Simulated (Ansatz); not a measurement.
Reaction (ligand exchange at a B–S bond): `BSB(O)Cl` + `C=C=N` → `BN=C=C` + `OB(S)Cl`

Calculated with Ansatz (gas phase, PBE0-D4/def2-TZVP geometries, no zero-point term in ΔE). CCSD(T)/CBS is the MP2 limit (def2-TZVPP, def2-QZVPP) plus CCSD(T) − MP2 in def2-TZVPP, frozen cores. This one scheme is used for every species. Functionals use def2-TZVPP. One conformer a species, not always the lowest.

```tsv
level	ΔE (kJ/mol)	difference from CCSD(T)/CBS
LDA (SPW92)	-67.6	-20.0
PBE-D4	-57.5	-9.9
B97M-V	-55.5	-7.9
ωB97M-V	-50.2	-2.6
PBE-QIDH	-50.4	-2.8
r2SCANh	-56.5	-8.9
r2SCAN0	-55.4	-7.8
RPA@PBE/def2-TZVPP	-43.6	4.0
SCS-MP2/def2-TZVPP	-49.4	-1.8
MP2/def2-QZVPP	-48.8	-1.2
CCSD(T)/CBS	-47.6	0
```

Largest T1 diagnostic among the species: 0.017.

From PBE to PBE0 (25 % exact exchange), in def2-TZVPP and without D4, ΔE moves by +3.5 kJ/mol. Leaving LDA and LC-ωPBE aside and taking each functional with its dispersion term where it has one, the values, not all of them listed here, spread over 15.3 kJ/mol, from BLYP-D4 to ωB97X-V. LDA lies −7.9 kJ/mol from PBE without D4.
